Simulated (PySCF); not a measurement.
CH3Zn, charge +1, singlet, at a GFN2-xTB geometry (such geometries of metal compounds can be far from the true shape). Base run: PySCF with B3LYP/6-31G*.

The PySCF input:
```python
from pyscf import gto, scf, dft

mol = gto.M(
    atom='''
Zn   -0.34914678   -0.20143649   -0.26629558
C     1.09381840    0.63106679    0.83425947
H     1.59595133   -0.20267503    1.33375943
H     0.57940379    1.30261333    1.52792074
H     1.73613783    1.15675559    0.12163043
''',
    basis='6-31g*',
    charge=1,
    verbose=4,
)

mf = dft.RKS(mol)
mf.xc = 'b3lyp'
mf.kernel()
```

Variants of this job, named by their change:

```tsv
change	ΔE vs base (mEh)	fitting functions	outcome
base	0.000	-	converged
auxbasis = def2-svp-ri	-9958.0	233	converged
auxbasis = def2-universal-jkfit	-0.053	393	converged
auxbasis = even-tempered beta=2.0	-0.225	491	converged
auxbasis = def2-universal-jfit	2626.6	171	converged
auxbasis = even-tempered beta=3.0	-28.929	327	converged
auxbasis = cc-pvqz-jkfit	-	-	input refused
auxbasis = cc-pvtz-ri	-	-	input refused
exchange = seminumerical (SGX) (with mf = sgx.sgx_fit(mf, auxbasis='def2-universal-jfit'); with mf.with_df.dfj = True)	-0.280	171	converged
only_dfj = on; auxbasis = def2-universal-jfit	-0.273	171	converged
```

A fitting set is made for a task (jfit for Coulomb, jkfit for Coulomb and exchange, ri for correlation) and for a family of orbital bases.

- auxbasis = cc-pvqz-jkfit: ended with `pyscf.lib.exceptions.BasisNotFoundError: Basis set not found for Zn in cc-pvqz-jkfit`
- auxbasis = cc-pvtz-ri: ended with `pyscf.lib.exceptions.BasisNotFoundError: Basis set not found for Zn in cc-pvtz-ri`
